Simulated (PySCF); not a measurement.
Vertical excitations of a molecule C2H5BF2O from TDA-PBE/def2-SVPD in PySCF, as energy in eV (oscillator strength): 4.84 (0.016), 5.78 (0.000), 5.85 (0.013), 6.32 (0.018), 6.78 (0.005), 6.93 (0.036), 6.96 (0.012), 6.98 (0.013), 7.36 (0.025), 7.59 (0.022). Lowest triplet (TDA): 4.49 eV. Geometry optimised at r2SCAN-D4/def2-SVP. One conformer was computed; it need not be the lowest.

Problem. Identify the compound among the candidates.
(A) OCB(F)CF
(B) C[C@H](O)B(F)F
(C) CCOB(F)F
(D) OB(CF)CF

Solution. A, OCB(F)CF
